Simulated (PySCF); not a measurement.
PySCF input (PBE/d-aug-cc-pVDZ):

```python
import numpy as np, basis_set_exchange as bse
from pyscf import gto, scf, dft, df, tdscf

basis = {'B': gto.basis.parse(bse.get_basis('d-aug-cc-pVDZ', elements=['B'], fmt='nwchem')), 'H': gto.basis.parse(bse.get_basis('d-aug-cc-pVDZ', elements=['H'], fmt='nwchem'))}
mol = gto.M(
    atom='''
    B    -0.00000000   -0.00000000   -0.20551333
    H     0.00000000    0.00000000    1.02756663
    ''',
    basis=basis,
    charge=0,
    verbose=4,
    max_memory=2160,
)
mf = dft.RKS(mol, xc='pbe')
mf.grids.level = 3
mf = mf.density_fit(auxbasis=df.autoaux(mol))
mf.conv_tol = 1e-9
mf.max_cycle = 100
print('smallest overlap eigenvalue', np.linalg.eigvalsh(mol.intor('int1e_ovlp'))[0])
mf.kernel()
dip = mf.dip_moment()
td = tdscf.TDA(mf)
td.nstates = 4
td.kernel()
td.analyze()
osc = td.oscillator_strength()
```

Output:

```
PySCF version 2.14.0

[INPUT] verbose = 4
[INPUT] num. atoms = 2
[INPUT] num. electrons = 6
[INPUT] charge = 0
[INPUT] spin (= nelec alpha-beta = 2S) = 0
[INPUT] symmetry False subgroup None
[INPUT] Mole.unit = angstrom
[INPUT] Symbol           X                Y                Z      unit          X                Y                Z       unit  Magmom
[INPUT]  1 B      0.000000000000   0.000000000000  -0.205513330000 AA    0.000000000000   0.000000000000  -0.388363908647 Bohr   0.0
[INPUT]  2 H      0.000000000000   0.000000000000   1.027566630000 AA    0.000000000000   0.000000000000   1.941819505442 Bohr   0.0

nuclear repulsion = 2.1457538362719
number of shells = 15
number of NR pGTOs = 59
number of NR cGTOs = 45
basis = {'B': [[0, [4570.0, 0.000696, -0.000139, 0.0], [685.9, 0.005353, -0.001097, 0.0], [156.5, 0.027134, -0.005444, 0.0], [44.47, 0.10138, -0.021916, 0.0], [14.48, 0.272055, -0.059751, 0.0], [5.131, 0.448403, -0.138732, 0.0], [1.898, 0.290123, -0.131482, 0.0], [0.3329, 0.014322, 0.539526, 0.0], [0.1043, -0.003486, 0.580774, 1.0]], [0, [0.03105, 1.0]], [0, [0.00924, 1.0]], [1, [6.001, 0.035481, 0.0], [1.241, 0.198072, 0.0], [0.3364, 0.50523, 0.0], [0.09538, 0.479499, 1.0]], [1, [0.02378, 1.0]], [1, [0.00593, 1.0]], [2, [0.343, 1.0]], [2, [0.0904, 1.0]], [2, [0.0238, 1.0]]], 'H': [[0, [13.01, 0.019685, 0.0], [1.962, 0.137977, 0.0], [0.4446, 0.478148, 0.0], [0.122, 0.50124, 1.0]], [0, [0.02974, 1.0]], [0, [0.00725, 1.0]], [1, [0.727, 1.0]], [1, [0.141, 1.0]], [1, [0.0273, 1.0]]]}
ecp = {}
ETB for B: l = 0, exps = 0.01186 * 1.8^n , n = 0..17
ETB for B: l = 1, exps = 0.01186 * 1.8^n , n = 0..14
ETB for B: l = 2, exps = 0.01186 * 1.8^n , n = 0..14
ETB for B: l = 3, exps = 0.029730000000000003 * 2.2^n , n = 0..4
ETB for H: l = 0, exps = 0.0145 * 1.8^n , n = 0..13
ETB for H: l = 1, exps = 0.034550000000000004 * 2^n , n = 0..6
ETB for H: l = 2, exps = 0.0546 * 2.2^n , n = 0..5
smallest overlap eigenvalue 0.00022449584226033451

******** <class 'pyscf.df.df_jk.DFRKS'> ********
method = DFRKS
initial guess = minao
damping factor = 0
level_shift factor = 0
DIIS = <class 'pyscf.scf.diis.CDIIS'>
diis_start_cycle = 1
diis_space = 8
diis_damp = 0
SCF conv_tol = 1e-09
SCF conv_tol_grad = None
SCF max_cycles = 100
direct_scf = False
XC library pyscf.dft.libxc version 7.1.2
    S. Lehtola, C. Steigemann, M. J. T. Oliveira, and M. A. L. Marques,  SoftwareX 7, 1–5 (2018)
XC functionals = pbe
    J. P. Perdew, K. Burke, and M. Ernzerhof,  Phys. Rev. Lett. 77, 3865 (1996)
    J. P. Perdew, K. Burke, and M. Ernzerhof,  Phys. Rev. Lett. 78, 1396 (1997)
    J. P. Perdew, K. Burke, and M. Ernzerhof,  Phys. Rev. Lett. 77, 3865 (1996)
    J. P. Perdew, K. Burke, and M. Ernzerhof,  Phys. Rev. Lett. 78, 1396 (1997)
radial grids:
    Treutler-Ahlrichs [JCP 102, 346 (1995); DOI:10.1063/1.469408] (M4) radial grids

becke partition: Becke, JCP 88, 2547 (1988); DOI:10.1063/1.454033
pruning grids: <function nwchem_prune>
grids dens level: 3
symmetrized grids: False
atomic radii adjust function: <function treutler_atomic_radii_adjust>
small_rho_cutoff = 0
Set gradient conv threshold to 3.16228e-05
Initial guess from minao.
tot grids = 23856
init E= -25.1543434397022
  HOMO = -0.215255203639677  LUMO = -0.11898609385192  gap/eV = 2.61962
cycle= 1 E= -25.2314463903393  delta_E= -0.0771  |g|= 0.0874  |ddm|= 3.27
  HOMO = -0.199664709772464  LUMO = -0.130864289870842  gap/eV = 1.87215
cycle= 2 E= -25.2342325585081  delta_E= -0.00279  |g|= 0.0255  |ddm|= 0.593
  HOMO = -0.20107128086214  LUMO = -0.127186857268379  gap/eV = 2.01050
cycle= 3 E= -25.2344604354549  delta_E= -0.000228  |g|= 0.00647  |ddm|= 0.145
  HOMO = -0.203191309839098  LUMO = -0.128832733883587  gap/eV = 2.02340
cycle= 4 E= -25.2344826664924  delta_E= -2.22e-05  |g|= 0.000535  |ddm|= 0.0491
  HOMO = -0.202996732117067  LUMO = -0.128696117768038  gap/eV = 2.02182
cycle= 5 E= -25.2344828021501  delta_E= -1.36e-07  |g|= 2.23e-05  |ddm|= 0.00381
  HOMO = -0.202986476510441  LUMO = -0.128685404056618  gap/eV = 2.02184
cycle= 6 E= -25.2344828023941  delta_E= -2.44e-10  |g|= 4.67e-06  |ddm|= 0.000166
  HOMO = -0.202988227669664  LUMO = -0.128687600700707  gap/eV = 2.02182
Extra cycle  E= -25.2344828024039  delta_E= -9.8e-12  |g|= 2.31e-06  |ddm|= 4.52e-05
converged SCF energy = -25.2344828024039
Dipole moment(X, Y, Z, Debye):  0.00000, -0.00000,  1.53118

******** <class 'pyscf.tdscf.rks.TDA'> for <class 'pyscf.df.df_jk.DFRKS'> ********
nstates = 4 singlet
deg_eia_thresh = 1.000e-03
wfnsym = None
conv_tol = 1e-05
eigh lindep = 1e-12
eigh level_shift = 0
eigh max_cycle = 100
chkfile = tmpetzb_gpr

Excitation energies (eV)
[2.85125477 2.85125477 5.2535508  5.75673961]

** Singlet excitation energies and oscillator strengths **
Excited State   1:      2.85125 eV    434.84 nm  f=0.0383
       3 -> 4        -0.69691
Excited State   2:      2.85125 eV    434.84 nm  f=0.0383
       3 -> 5        -0.69691
Excited State   3:      5.25355 eV    236.00 nm  f=0.0580
       3 -> 6        -0.70633
Excited State   4:      5.75674 eV    215.37 nm  f=0.0015
       3 -> 7         0.70333

** Transition electric dipole moments (AU) **
state          X           Y           Z        Dip. S.      Osc.
  1         0.5793      0.4614      0.0000      0.5485      0.0383
  2        -0.4614      0.5793     -0.0000      0.5485      0.0383
  3         0.0000     -0.0000     -0.6715      0.4509      0.0580
  4         0.0000      0.0000      0.1039      0.0108      0.0015

** Transition velocity dipole moments (imaginary part, AU) **
state          X           Y           Z        Dip. S.      Osc.
  1        -0.0084     -0.0067      0.0000      0.0001      0.0007
  2         0.0067     -0.0084     -0.0000      0.0001      0.0007
  3         0.0000      0.0000     -0.1209      0.0146      0.0504
  4         0.0000      0.0000      0.0255      0.0007      0.0021

** Transition magnetic dipole moments (imaginary part, AU) **
state          X           Y           Z
  1        -0.8018      1.0068      0.0000
  2        -1.0068     -0.8018      0.0000
  3         0.0000      0.0000      0.0000
  4         0.0000     -0.0000     -0.0000
```
